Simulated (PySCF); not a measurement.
1-methylsulfanylbut-2-yne (C5H8S), SMILES CC#CCSC. Atoms are numbered in the order given.

```xyz
14

C      3.4854    -0.3913    -1.0162
C      2.0780    -0.0511    -0.8409
C      0.9088     0.2349    -0.6986
C     -0.4955     0.5579    -0.5016
S     -1.1748    -0.3462     0.9560
C     -2.8770     0.2894     0.8843
H      3.6050    -1.4194    -1.3958
H      4.0344    -0.3202    -0.0628
H      3.9737     0.2889    -1.7336
H     -1.0862     0.2845    -1.3932
H     -0.6257     1.6417    -0.3366
H     -3.3715     0.0139    -0.0606
H     -2.9049     1.3837     1.0073
H     -3.4264    -0.1725     1.7169
```

Coordinates come from a B3LYP-D3(BJ)/def2-SVP optimisation. Other conformers were not sampled.

These are HF/def2-TZVP in PySCF values and carry that method's errors.

ESP charges are fitted to the potential on shells at 1.4 to 2.0 van der Waals radii. Atomic charges (e):

| atom | Löwdin | ESP fit |
|---|---|---|
| C1 | -0.26 | -0.62 |
| C2 | -0.11 | 0.28 |
| C3 | … | -0.40 |
| C4 | -0.41 | -0.12 |
| S5 | … | -0.10 |
| C6 | -0.50 | -0.54 |
| H7 | … | 0.19 |
| H8 | … | 0.20 |
| H9 | … | 0.18 |
| H10 | 0.13 | 0.18 |
| H11 | 0.13 | 0.18 |
| H12 | … | 0.17 |
| H13 | … | 0.17 |
| H14 | … | 0.23 |

Problem. What belongs in the gaps? (An estimate is asked for; the answer gives what the named calculation found.)

Solution. 
- C3, Löwdin: -0.14
- S5, Löwdin: 0.45
- H7, Löwdin: 0.13
- H8, Löwdin: 0.13
- H9, Löwdin: 0.13
- H12, Löwdin: 0.10
- H13, Löwdin: 0.10
- H14, Löwdin: 0.11

Computed Mayer and Wiberg (Löwdin basis) orders of the bonds:
```tsv
bond	Mayer	Wiberg
C1–C2	0.91	1.35
C2–C3	2.86	2.78
C3–C4	1.13	1.33
C4–S5	1.13	1.31
S5–C6	1.04	1.44
C1–H7	0.99	0.89
C1–H8	0.99	0.89
C1–H9	1.00	0.89
C4–H10	0.98	0.86
C4–H11	0.98	0.86
C6–H12	0.97	0.95
C6–H13	0.97	0.95
C6–H14	0.97	0.94
```
